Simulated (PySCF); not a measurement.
**UHF on Tc²⁵⁺ (technetium, charge +25)**

Configuration: [Ar], closed-shell 1S. Calculation: PySCF 2.14, in an uncontracted even-tempered set (18 s from 3.1 bohr⁻², ratio 2.5; 12 p from 4.1 bohr⁻², ratio 2.5; 5 d from 20 bohr⁻², ratio 2.7; 4 f from 30 bohr⁻², ratio 2.7); scalar relativity by spin-free X2C-1e.

| Property | Result |
| --- | --- |
| Total energy | -3881.414247 hartree |
| One-electron energy | -4556.4110 hartree |
| Hartree (Coulomb) energy | 766.9958 hartree |
| Exchange energy | -91.9991 hartree |
| ⟨S²⟩ | 0.0000 |
| ⟨L²⟩ | 0.000 |
| Sum of ⟨r⟩ | 4.083 bohr |
| Sum of ⟨r²⟩ | 1.426 bohr² |

```json
{"shell": "1s", "electrons": "2", "mean orbital energy (eV)": "-22273.7", "rms radius, mean of both spins (bohr)": "0.0394"}
{"shell": "2s", "electrons": "2", "mean orbital energy (eV)": "-4189.9", "rms radius, mean of both spins (bohr)": "0.160"}
{"shell": "2p", "electrons": "6", "mean orbital energy (eV)": "-3864.0", "rms radius, mean of both spins (bohr)": "0.142"}
{"shell": "3s", "electrons": "2", "mean orbital energy (eV)": "-1478.3", "rms radius, mean of both spins (bohr)": "0.399"}
{"shell": "3p", "electrons": "6", "mean orbital energy (eV)": "-1363.9", "rms radius, mean of both spins (bohr)": "0.394"}
```

Densities and radii are taken from the X2C orbitals without a picture-change correction, which distorts them close to the nucleus.

Spin-orbit constants ζ (cm⁻¹) from the X2C one-electron operator on these orbitals: bare nucleus, nucleus screened by l(l+1)(2l+1)/3 electrons, and screened by the Breit-Pauli mean field of the electrons.

```csv
shell,bare,screened nucleus,mean field
2p,653600,623200,609900
3p,141000,134500,131600
```
